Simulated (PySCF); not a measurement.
## Basis-set dependence of LiSb⁺ at HF

PySCF, UHF reference; quartet, unpaired electrons σ ↑, π ↑↑; De to Li⁺ + Sb without counterpoise correction.

```tsv
basis	relativity	functions	Re (Å)	ωe (cm⁻¹)	De (eV)	μ (D)
def2-SVP	scalar-relativistic core potentials	35	3.040	187	0.37	-10.95
cc-pVDZ/cc-pVDZ-PP	scalar-relativistic core potentials	37	3.004	214	0.44	-10.49
aug-cc-pVDZ/aug-cc-pVDZ-PP	scalar-relativistic core potentials	55	3.009	208	0.45	-10.38
```

How does each smaller set differ from the one with most functions, aug-cc-pVDZ/aug-cc-pVDZ-PP?

def2-SVP: +3.1 pm, -10.1 % in ωe, -0.08 eV in De; cc-pVDZ/cc-pVDZ-PP: -0.5 pm, +2.9 % in ωe, -0.01 eV in De. All at HF; the set with most functions is neither the basis-set limit nor always the best.

A positive dipole points towards Sb; it is taken about the centre of mass and depends on that origin. Spin–orbit coupling is left out, which matters for elements this heavy, above all for dissociation energies. For an ion De counts to the pair picked by the measured ionisation energies or electron affinities, which need not be the lowest pair at this level. Hartree–Fock leaves out correlation, which carries a large part of most bond energies and some tenths to 1 eV of ionisation energies. The state is the lowest determinant that a PBE0 search found; another state may lie lower at other levels.
